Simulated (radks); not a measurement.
Problem. The praseodymium ion Pr4+ is in [Xe] 4f(5/2: 1, 7/2: 0). Method: Dirac Kohn-Sham, relativistic LDA (MacDonald-Vosko exchange, VWN5 correlation), spin-unpolarised, spherical densities, finite nucleus; Fermi nuclear charge, rms radius of each element as measured or else 0.836 A^(1/3) + 0.57 fm; computed with a radial shooting solver on a logarithmic mesh with Libxc functionals. Sub-shells are occupied by j as written (lower j first in brackets). One electron is removed from 5p3/2, 4f5/2, 5s1/2, 5p1/2 in turn, with full relaxation. Which removal costs least, and what does each cost?

Solution. 4f5/2 59.684 eV; 5p3/2 67.012 eV; 5p1/2 70.777 eV; 5s1/2 88.338 eV. The 4f5/2 electron leaves first.
